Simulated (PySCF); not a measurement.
System: sum formula H2SiO2, net charge 1, doublet state. SMILES of the parent species: O[Si]O
Structure (B3LYP-D3(BJ)/def2-TZVP (Ansatz) minimum search):
```
Si
O 1 1.5662
H 2 0.9688 1 136.47
O 1 1.5662 2 130.85 3 0.00
H 4 0.9688 1 136.47 2 0.00
```
Charge +1, spin multiplicity 2.

Dispersion corrections to the total energy (kcal/mol) from the dftd3 and dftd4 libraries through PySCF: D3(BJ) without and D4 with the three-body term, each with the damping fitted for the functional named.

| functional | D3(BJ) | D4 |
|---|---|---|
| revPBE | -3.90 | -4.22 |
| BLYP | -3.40 | -2.99 |
| PBE | (withheld) | -1.32 |
| TPSSh | -1.77 | -1.60 |
| PW6B95 | -0.80 | (withheld) |
| LC-wPBE | -1.46 | -1.48 |
| HF | (withheld) | -5.07 |

Problem. Complete the blanks.

Solution. 
- PBE, D3(BJ): -1.52
- PW6B95, D4: -1.27
- HF, D3(BJ): -14.98
